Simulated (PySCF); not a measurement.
Ligands exchanged one at a time, Sn OH-OCH3. All species are isolated molecules in the gas phase. One relaxed conformer stands for each flexible species; it need not be the lowest. Strings in code marks are SMILES. In the def2 sets, heavy atoms carry core potentials. All members: neutral, multiplicity 1. Level: B3LYP-D3(BJ)/def2-TZVP // PBE0-D4/def2-SVP (PySCF). B3LYP has the VWN-RPA correlation part, as in Gaussian. Delta-SCF ions had no search for a lower state.  The removal energy is E(N − 1 electrons) − E(N electrons) at the parent's geometry; ε(HOMO) is measured against the vacuum level.

| species | −ε(HOMO) (eV) | vertical ionisation energy (Delta-SCF) (eV) |
|---|---|---|
| `C[O][Sn]([O]C)([O]C)[O]C` | 7.71 | 9.47 |
| `C[O][Sn]([OH])([O]C)[O]C` | 7.73 | 9.60 |
| `C[O][Sn]([OH])([OH])[O]C` | 7.82 | withheld |
| `C[O][Sn]([OH])([OH])[OH]` | 7.89 | 10.25 |
| `[OH][Sn]([OH])([OH])[OH]` | 8.87 | 11.10 |

Question: Fit vertical ionisation energy (Delta-SCF) = a + b·x to the 4 complete rows by least squares, with x = −ε(HOMO) in eV. Give a, b and the rms residual, and predict the withheld value.

Answer: Means of the 4 rows: x̄ = 8.05, ȳ = 10.105 eV. Σ(x − x̄)² = 0.916 and Σ(x − x̄)(y − ȳ) = 1.1702, so b = 1.278 and a = ȳ − b·x̄ = -0.183 eV. The rms residual is 0.209 eV. At x = 7.82 the line gives 9.81 eV. The run for `C[O][Sn]([OH])([OH])[O]C` gave 9.83 eV, so the line is off by 0.02 eV, within twice the rms residual.

Codes: PySCF.
